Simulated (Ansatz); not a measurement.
Total energies of GaCl2I (GaICl2) from Ansatz at PBE-D4/def2-TZVP, gas phase (1 Eh = 27.2114 eV = 2625.5 kJ/mol). The reference geometry is relaxed at PBE0-D4/def2-SVP.

```
atom   x (Å)   y (Å)   z (Å)
 Ga1  -0.029   0.056  -0.012
 Cl2  -1.471   0.854   1.335
 Cl3   0.430   1.184  -1.758
  I4   1.069  -2.093   0.434
```

| state | geometry | energy (Eh) |
| --- | --- | --- |
| charge 0 singlet | reference | -3142.48611 |
| charge 1 doublet | reference | -3142.11864 |
| charge 1 doublet | relaxed at PBE0-D4/def2-SVP | -3142.12276 |
| free Ga atom (doublet) | – | -1924.51515 |
| free Cl atom (doublet) | – | -459.95840 |
| free I atom (doublet) | – | -297.66548 |

In the def2 sets I takes a core potential; there is no spin–orbit coupling.

(1) Work out the vertical ionisation energy to the doublet.

(2) How much does the charge 1 doublet relax, and what is the adiabatic ionisation energy?

(3) What is the binding energy per atom against free atoms?

(1) E(charge 1 doublet) − E(charge 0 singlet) = -3142.11864 − (-3142.48611) = 0.36747 Eh = 10.00 eV. For comparison, −ε of the highest occupied level is 7.12 eV at this level, 2.88 eV less.

(2) Relaxation: -3142.11864 − (-3142.12276) = 0.00412 Eh = 0.11 eV. Adiabatic ionisation energy: 0.36335 Eh = 9.89 eV, without zero-point energy. 

(3) Atoms: 1 × (-1924.51515) + 2 × (-459.95840) + 1 × (-297.66548) = -3142.09743 Eh. Binding: -3142.09743 − (-3142.48611) = 0.38868 Eh = 10.58 eV, or 2.64 eV for each of 4 atoms (no zero-point energy, no counterpoise term).
